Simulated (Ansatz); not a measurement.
Two isomers of ClH4SbSi: A = `[SiH3][SbH][Cl]`, B = `Cl[SiH2][SbH2]`.

Computed with Ansatz on PBE0-D4/def2-TZVP structures; ΔE is electronic, products minus reactants. CCSD(T)/CBS adds triple-zeta CCSD(T) − MP2 to the extrapolated MP2 energy (def2 sets, frozen cores). Functionals use def2-TZVPP. B3LYP here is the variant with VWN-RPA as its local correlation; programs differ in this. def2 core potentials past Kr. For Sb outer-core shells are correlated without core-valence functions, which leaves a few kJ/mol of doubt a bond.

(1) Which isomer does CCSD(T)/CBS put lower? Give the gap. (Estimate.)

(2) Give E(B) − E(A) in kJ/mol with HF/def2-TZVPP, ωB97M-V, B2PLYP, r2SCAN-D4, CCSD/def2-TZVPP, CCSD(T)/def2-TZVPP, B3LYP-D4. (An estimate is asked.)

(3) Does the order hold for the free energy at 298.15 K (harmonic terms from PBE0-D4)? (An estimate is asked.)

Largest T1 diagnostic: 0.013.

Results:

(1) The calculation gave: B, by 31.0 kJ/mol.

(2) Computed: HF/def2-TZVPP -28.6, ωB97M-V -33.5, B2PLYP -30.7, r2SCAN-D4 -32.9, CCSD/def2-TZVPP -37.2, CCSD(T)/def2-TZVPP -37.4, B3LYP-D4 -25.7. None reverses the order clearly.

(3) Ansatz gave: Yes: G(B) − G(A) = -31.0 kJ/mol.

At CCSD(T), def2-SVP lies −5.7 kJ/mol from the extrapolated value and def2-TZVPP −6.4 kJ/mol. From PBE to PBE0 (25 % exact exchange), in def2-TZVPP and without D4, E(B) − E(A) moves by −4.1 kJ/mol.
